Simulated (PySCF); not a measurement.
Vertical excitations of a molecule C₂H₈F₂Si₂ from TDDFT-M06-2X/def2-SVPD (PySCF), as energy in eV (oscillator strength): 8.01 (0.040), 8.48 (0.004), 8.54 (0.071), 8.62 (0.172), 8.74 (0.012), 8.82 (0.018), 8.88 (0.002), 8.90 (0.012), 8.94 (0.035), 9.04 (0.104). Lowest triplet (TDA): 7.67 eV. Geometry optimised at B3LYP-D3(BJ)/def2-SVP. The values are those of a single conformer.

### Question
Which structure fits?
A. C[Si@H](F)[SiH2]CF
B. FC(F)C([SiH3])[SiH3]
C. CC[Si@H](F)[SiH2]F
D. FC[Si@H](F)C[SiH3]

### Answer
B, FC(F)C([SiH3])[SiH3]
